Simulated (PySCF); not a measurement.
Cartesian coordinates in Å; atom numbers follow the order of the lines, from 1:
```xyz
18

C    -1.358    0.814   -1.778
C    -1.649    0.506   -0.522
C    -2.045   -0.867   -0.076
P    -1.711    1.788    0.795
P     0.236    2.188    1.252
C     1.222    1.132    0.145
C     1.488   -0.149    0.363
C     2.334   -0.997   -0.524
H    -1.367    0.073   -2.561
H    -1.096    1.818   -2.072
H    -2.055   -1.561   -0.914
H    -3.037   -0.841    0.376
H    -1.348   -1.232    0.678
H     1.664    1.645   -0.702
H     1.073   -0.646    1.231
H     3.168   -1.415    0.040
H     1.748   -1.829   -0.913
H     2.725   -0.419   -1.358
```

- shieldings: GIAO PBE0/pcSseg-1
- geometry from GFN2-xTB
- run in PySCF
- no solvent model, no relativistic terms, single conformer, equivalent nuclei averaged

Q: List the cross peaks expected in HSQC, COSY and HMBC spectra.

A: 

HSQC (one-bond C–H):
```tsv
δH	δC
6.57 (H14)	146.7 (C6)
5.78 (H9)	125.0 (C1)
5.60 (H15)	138.7 (C7)
4.83 (H10)	125.0 (C1)
2.04 (H16/H17/H18)	25.2 (C8)
1.92 (H11/H12/H13)	30.0 (C3)
```

COSY cross peaks (H two or three bonds apart, from the bond graph; peaks can be absent where the dihedral angle is near 90°):
```tsv
δH	δH
6.57 (H14)	5.60 (H15)
5.78 (H9)	4.83 (H10)
5.60 (H15)	2.04 (H16/H17/H18)
```

HMBC (two and three bonds, from the bond graph):
```tsv
δH	δC
6.57 (H14)	138.7 (C7), 25.2 (C8)
5.78 (H9)	165.6 (C2), 30.0 (C3)
5.60 (H15)	146.7 (C6), 25.2 (C8)
4.83 (H10)	165.6 (C2), 30.0 (C3)
2.04 (H16/H17/H18)	146.7 (C6), 138.7 (C7)
1.92 (H11/H12/H13)	165.6 (C2), 125.0 (C1)
```

δ = σ(ref) − σ, references computed at the same level: ¹H, ¹³C vs TMS.

Short H···H contacts in this conformer between protons four or more bonds apart (candidates for NOE cross peaks, intensity ∝ r⁻⁶): H14···H18 2.41 Å, H9···H11 2.42 Å, H13···H15 2.55 Å.

Shifts are as computed. Against solution values, carbons near 30 ppm lie about +3 ppm off and those near 130 ppm about +5 ppm. Of 1211 compounds with measured shifts, 218 miss one by over three times the rms of a fit or turn the order of signals round; such compounds aren't used in these exercises.
